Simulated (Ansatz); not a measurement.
`[SiH3]OB(Cl)Br`, charge 0, multiplicity 1.

(1) Give a relaxed structure at PBE0-D4/def2-TZVP (Ansatz). (Estimate.)

Results:

(1) The calculation gave: 
Z-matrix (Å, degrees):
```
Si
O 1 1.670
H 1 1.479 2 105.5
H 1 1.481 2 109.4 3 119.2
H 1 1.481 2 109.3 3 -119.2
B 2 1.329 1 133.7 3 -179.6
Br 6 1.932 2 120.9 1 0.1
Cl 6 1.748 2 120.4 1 -179.9
```
Point group Cs.
